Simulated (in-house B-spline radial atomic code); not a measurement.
What moves the levels of Br II (Br+) ([Ar] 3d10 4s2 4p4)? Computed with an all-electron radial atomic-structure program (B-spline basis): Dirac-Hartree-Fock, average of configuration, Fermi nucleus of rms radius 4.1629 fm.

Baseline run (computed): total energy -2604.5996 hartree, 1s1/2 at -498.9405 hartree, 4p3/2 at -22.258 eV with <r> = 1.982 bohr.

Scaling the speed of light c (a factor of 100 is close to the non-relativistic limit):

```tsv
c/c0	ΔE (hartree)	4p3/2 level (eV)	4p3/2 <r> (bohr)
0.95	-3.6498	-22.2371	1.982
0.98	-1.3899	-22.2502	1.982
1.02	1.3055	-22.2658	1.981
1.5	18.366	-22.3647	1.98
100	32.593	-22.4471	1.979
```

Changing the nucleus:

```
                                          nucleus    ΔE (eV)
         Gaussian nucleus of rms radius 4.1629 fm  -0.000872
uniform spherical nucleus of rms radius 4.1629 fm   0.000456
           Gaussian nucleus of rms radius 0.01 fm     -0.558
            Fermi nucleus of rms radius 4.0796 fm    -0.0213
            Fermi nucleus of rms radius 4.2462 fm     0.0217
```

A larger nucleus binds the electrons less, roughly as the density at the nucleus times the change of the nuclear <r²>. At equal rms radius the shape enters only through higher moments. A radius of 0.01 fm is nearly a point.

(1) The nuclear charge is raised by 0.1. What does the Hellmann-Feynman theorem predict for the energy, and what is found?

Answers

(1) dE/dZ ≈ -Σ<1/r>, which is -179.451 at the start and -180.138 at the end; their mean times 0.1 is -17.979 hartree, and the two runs differ by -17.979 hartree.
